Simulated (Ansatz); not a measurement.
`[SiH3]C#CS` + H₂Te → `SC#C[TeH]` + SiH₄ at 298.15 K and 1 bar (substitution at a C–Si bond).

Gas-phase electronic energies from Ansatz, PBE0-D4/def2-TZVP geometries. CBS: MP2 limit from def2 TZ/QZ plus the TZ coupled-cluster correction, frozen cores. This one scheme is used for every species. Elements past krypton have def2 core potentials. For Te outer-core shells are correlated without core-valence functions, which leaves a few kJ/mol of doubt a bond. One conformer a species, not always the lowest.

| species | CCSD(T)/CBS energy (Eh) | H − E (kJ/mol) | S (J/(mol·K)) |
| --- | --- | --- | --- |
| `[SiH3]C#CS` | -765.29577 | 134.0 | 340.9 |
| H₂Te | -268.91024 | 41.3 | 228.4 |
| `SC#C[TeH]` | -742.72190 | 84.6 | 332.9 |
| SiH₄ | -291.46306 | 92.1 | 204.8 |

H − E and S are ideal-gas, rigid-rotor, harmonic terms from PBE0-D4/def2-TZVP, for one conformer and one mirror image of each species. 1 Eh = 2625.50 kJ/mol, R = 8.31446 J/(mol·K).

By hand: ΔE, ΔH, ΔS and ΔG.

ΔE = (-742.72190) + (-291.46306) − (-765.29577) − (-268.91024) = 0.02105 Eh = 55.3 kJ/mol. Δ(H − E) = 84.6 + 92.1 − 134.0 − 41.3 = 1.4, so ΔH = 56.7 kJ/mol. ΔS = 332.9 + 204.8 − 340.9 − 228.4 = -31.6 J/(mol·K). ΔG = 56.7 − 298.15 × (-31.6)/1000 = 66.1 kJ/mol.

By hand: the equilibrium constant, and the temperature at which ΔG would vanish if ΔH and ΔS stayed fixed.

log₁₀ K = −ΔG/(RT ln 10) = -11.6. ΔH and −TΔS have one sign here, so there is no such temperature.

ΔH outweighs TΔS. A doubt of 5 kJ/mol in ΔE shifts log₁₀ K by 0.9 here. Other conformers and mirror images would add mixing entropy, several J/(mol·K) or more a flexible species. Modes under 60 cm⁻¹, often nearly free rotors, make the harmonic entropy too high. These are equilibria of isolated gas molecules and say nothing of rates. Largest T1 diagnostic: 0.013 (customary marks: 0.02 for closed shells, 0.045 for open ones).
